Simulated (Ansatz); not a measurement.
Cost and result for the atomization energy of C₂H₈O₃SSi (`CCS[Si](O)(O)O`) (15 atoms, 14 bonds).

```xyz
15

C    -2.085    0.670    0.571
C    -1.483   -0.625    0.073
S    -0.393   -0.400   -1.381
Si    1.465   -0.082   -0.436
O     2.517    0.356   -1.609
O     1.262    1.020    0.753
O     2.103   -1.390    0.310
H    -2.655    1.164   -0.218
H    -1.305    1.353    0.909
H    -2.761    0.473    1.408
H    -0.918   -1.133    0.856
H    -2.257   -1.317   -0.265
H     2.245    1.061   -2.198
H     1.889    0.968    1.478
H     2.375   -2.117   -0.252
```

Charge 0, multiplicity 1. The structure was optimised at the PBE0-D4/def2-TZVP level. It is one conformer, not always the lowest. Program: Ansatz. All runs use 2 threads of an AMD EPYC 7R13 on a shared host and a share of an NVIDIA H100 80 GB. Times are those of one run each, without the atoms' runs, and a repeat can differ threefold. Electronic energies, without spin–orbit coupling; frozen cores. CCSD(T)/CBS adds CCSD(T) − MP2 in def2-TZVPP to the MP2 limit, and its time is that of the two runs behind it. T1 = 0.011. B3LYP takes the VWN-RPA correlation (the form of Gaussian; ORCA's B3LYP/G).

CCSD(T)/CBS is a level of theory with its own doubt, some kJ/mol a heavy atom from the limit and from the frozen cores, so smaller differences don't rank the functionals.

| level | functions | wall time | atomization (kJ/mol) | difference from CCSD(T)/CBS | per bond |
| --- | --- | --- | --- | --- | --- |
| PBE0-D4/def2-TZVPP | 351 | 2.1 s | 5937.0 | -45.7 | -3.3 |
| PBE-D4/def2-TZVPP (with forces) | 351 | 2.8 s | 6052.3 | 69.6 | 5.0 |
| r2SCAN-D4/def2-TZVPP (with forces) | 351 | 3 s | 5974.0 | -8.7 | -0.6 |
| B3LYP-D4/def2-TZVPP (with forces) | 351 | 3 s | 5930.3 | -52.4 | -3.7 |
| B2PLYP/def2-TZVPP | 351 | 3.1 s | 5880.4 | -102.3 | -7.3 |
| ωB97X-V/def2-TZVPP | 351 | 3.1 s | 5969.4 | -13.3 | -0.9 |
| ωB97M-V/def2-TZVPP (with forces) | 351 | 5.5 s | 5983.0 | 0.3 | 0.0 |
| MP2/def2-QZVPP | 665 | 5.5 s | 6048.2 | 65.5 | 4.7 |
| CCSD(T)/def2-TZVPP | 351 | 13 s | 5806.7 | -176.0 | -12.6 |
| CCSD(T)/CBS(def2) | – | 18 s | 5982.7 | 0.0 | 0.0 |

In def2-TZVPP, CCSD(T) changes the Hartree–Fock value by +1525.7 kJ/mol (the triples alone add +92.2 kJ/mol) and MP2 by +1662.7 kJ/mol; breaking electron pairs costs correlation energy, which Hartree–Fock lacks. The D4 term adds +63.1 kJ/mol with B3LYP and +33.5 kJ/mol with PBE0; it sums over pairs of atoms, weighted by their polarisabilities, and B3LYP, whose exchange is more repulsive, gets the larger term. From PBE to PBE0 (25 % exact exchange), in def2-TZVPP and without D4, the atomization energy moves by −109.5 kJ/mol: exact exchange takes away binding that semilocal exchange gives to molecules.
